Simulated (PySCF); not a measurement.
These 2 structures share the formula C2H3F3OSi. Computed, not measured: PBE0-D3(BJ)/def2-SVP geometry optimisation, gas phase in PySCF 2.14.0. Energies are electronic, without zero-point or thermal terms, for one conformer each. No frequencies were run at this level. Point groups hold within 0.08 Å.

Question: Rank from lowest to highest electronic energy at this level (kcal/mol).
A. `O=C([SiH3])C(F)(F)F`
B. `[CH2:1]=[CH:2][O:3][Si:4]([F:5])([F:6])[F:7]` with C1–C2–O3–Si4 -172°

Answer: B (0.0), A (134.0).

As drawn, the lower has an Si–O bond, an Si–F bond and a C=C bond outside aromatic rings, which the higher lacks; the higher has a C=O bond, two fluorines on one carbon and an Si–C bond, which the lower lacks.

```csv
SMILES,E (Eh),E rel (kcal/mol),dipole (D),point group,"A, B, C (MHz)"
C=CO[Si](F)(F)F,-741.44905,0.0,1.61,near Cs,"3820, 1325, 1302"
O=C([SiH3])C(F)(F)F,-741.23546,134.0,1.99,near Cs,"3283, 1620, 1362"
```
